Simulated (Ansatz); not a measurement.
Born–Oppenheimer molecular dynamics of ClH3HfO3 (8 atoms, charge 0, multiplicity 1). It starts from a relaxed structure.

All numbers below come from RKS CAM-B3LYP-D4/def2-SVP (Ansatz 0.2.0).

* ensemble: NVT, Nosé–Hoover chain
* time step: 0.5 fs
* steps asked: 300
* set temperature: 300 K
* thermostat: time constant 300 fs, chain length 1
* seed: 662270

First frame:

```xyz
8
Properties=species:S:1:pos:R:3
Hf -0.109 -0.154 0.155
Cl 0.096 0.240 2.502
O 1.645 -0.298 -0.609
H 2.491 -0.383 -1.047
O -1.055 1.312 -0.643
H -1.525 2.010 -1.097
O -1.079 -1.786 -0.121
H -1.556 -2.590 -0.322
```

Task: How far do the bonds stretch over the last three quarters of this one trajectory? (Pairs bonded in most of those frames.)

Result: 
| bond | mean (Å) | spread (Å) | shortest | longest |
| --- | --- | --- | --- | --- |
| Hf1–Cl2 | 2.389 | 0.011 | 2.37 | 2.41 |
| Hf1–O3 | 1.921 | 0.031 | 1.87 | 1.98 |
| Hf1–O5 | 1.923 | 0.033 | 1.87 | 1.97 |
| Hf1–O7 | 1.927 | 0.020 | 1.89 | 1.96 |
| O3–H4 | 0.960 | 0.025 | 0.92 | 1.00 |
| O5–H6 | 0.956 | 0.001 | 0.95 | 0.96 |
| O7–H8 | 0.957 | 0.017 | 0.93 | 0.98 |

Mean temperature of the second half: 162 K. The conserved energy stayed within 0.26 meV per atom of its start (net change 0.1 meV per atom), so the integration is sound. The mean temperature of the second half is 46 % below the set value. A run of 0.15 ps of so small a system gives no equilibrium averages.

The run took 13 min on 2 threads of Intel(R) Xeon(R) 6975P-C (Granite Rapids), with other jobs on the host, peak memory 0.31 GiB.
